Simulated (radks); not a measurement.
Species: Ni25+. Configuration: [He] 2s1 (the NIST ground configuration). Method: scalar-relativistic Kohn-Sham, PBEsol, spin-polarised, spherical densities, finite nucleus; open shells are filled with parallel spins first; Fermi nuclear charge, rms radius 3.7757 fm; computed with a radial shooting solver on a logarithmic mesh with Libxc functionals.

Normalised radial functions P(r) = r R(r), r in bohr:

r           2s up   2p up
0.004743   0.4372  0.0179
0.005886   0.5222  0.0267
0.007306   0.6186  0.0398
0.009067   0.7247  0.0591
0.01125    0.8375  0.0875
0.01397    0.9506  0.1287
0.01733    1.0541  0.1877
0.02151    1.1327  0.2711
0.0267     1.1658  0.3865
0.03314    1.1267  0.5420
0.04113    0.9858  0.7449
0.05104    0.7150  0.9983
0.06335    0.2977  1.2967
0.07862   -0.2577  1.6204
0.09758   -0.9035  1.9307
0.1211    -1.5437  2.1687
0.1503    -2.0438  2.2652
0.1865    -2.2648  2.1596
0.2315    -2.1285  1.8366
0.2873    -1.6792  1.3552
0.3566    -1.0855  0.8390
0.4426    -0.5549  0.4182
0.5493    -0.2134  0.1592
0.6817    -0.0579  0.0434
0.8461    -0.0103  0.0078
1.05      -0.0011  0.0008
1.303     -0.0001  0.0000
1.617     0.0000  0.0000

2s up: eigenvalue -2358.2 eV, 1 radial node at r = 0.0715 bohr, <r> = 0.221 bohr, 90 % of the charge inside 0.337 bohr. 2p up (empty): eigenvalue -2288.4 eV, 0 radial nodes, <r> = 0.189 bohr, 90 % of the charge inside 0.303 bohr.
